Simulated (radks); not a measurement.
The numbers below are computed, except where a source is named.
Polarisability of neutral fluorine, [He] 2s2 2p5, at imaginary frequency. Code: a radial shooting solver on a logarithmic mesh with Libxc functionals. Model: scalar-relativistic Kohn-Sham, LDA (Slater exchange, VWN5 correlation), spin-polarised, spherical densities, finite nucleus; open shells are filled with parallel spins first; Fermi nuclear charge, rms radius 2.8976 fm. Response by self-consistent Sternheimer equations with the Hartree and adiabatic LDA kernel, the relativistic mass of each level held fixed and spin-orbit coupling left out.

w (hartree),alpha1(iw) (bohr^3)
0.00266,4.209
0.0143,4.207
0.0360,4.197
0.0697,4.165
0.118,4.087
0.186,3.926
0.280,3.642
0.413,3.208
0.605,2.636
0.892,1.985
1.35,1.337
2.12,0.7769
3.59,0.3656
6.94,0.1235
17.5,0.02312

Static values: alpha1 = 4.209 bohr^3 (0.6237 angstrom^3; uncoupled 4.894). C6 = 11.36, triple-dipole C9 = 33.38 atomic units. One-pole (London) frequency 4 C6 / (3 alpha1^2) = 0.855 hartree, against 0.384 for minus the highest occupied eigenvalue. Recommended static value: 3.74 bohr^3 (Schwerdtfeger and Nagle, 2023 table).
